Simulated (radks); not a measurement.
All-electron atom: Xe XXII in [Ar] 3d10 4s2 4p3 (the NIST ground configuration). All-electron calculation, Dirac Kohn-Sham, PBE, spin-unpolarised, spherical densities, finite nucleus; open shells fill j = l - 1/2 first; Fermi nuclear charge, rms radius 4.7859 fm. Program: a radial shooting solver on a logarithmic mesh with Libxc functionals.

X-ray form factor f0, the Fourier transform of the density (f0(0) = 33):

sin(theta)/lambda (1/angstrom),f0 (electrons)
0.05,32.922
0.1,32.690
0.15,32.311
0.2,31.796
0.25,31.160
0.3,30.418
0.4,28.697
0.5,26.785
0.6,24.820
0.8,21.111
1,17.957
1.25,14.752
1.5,12.141
2,8.359
